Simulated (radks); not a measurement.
Correlation energies from several functionals, in hartree. Species: Tb32+ [Ar] 3d10 4s2 4p3; Zn [Ar] 3d10 4s2. Calculated with a radial shooting solver on a logarithmic mesh with Libxc functionals: non-relativistic Kohn-Sham, PBE, spin-polarised, spherical densities, point nucleus. Every spin shell is full or empty, so the densities are truly spherical. Functionals are evaluated on that one density, not self-consistently.

functional    Tb32+       Zn
PW92        -3.8882  -2.6529
VWN5        -3.9028  -2.6653
PZ          -3.8903  -2.6488
Wigner      -1.7577  -1.5846
Chachiyo    -3.8508  -2.6119
PBE         -1.8475  -1.4010
PBEsol      -2.1316  -1.6077
LYP         -1.8223  -1.4303
AM05        -3.6153  -2.4416
OP (B88)    -1.7640  -1.3753
TPSS        -1.8511  -1.4054
SCAN        -1.8731  -1.4250
r2SCAN      -1.8857  -1.4339
B95         -2.5698  -1.6757
Tao-Mo      -1.7831  -1.3362
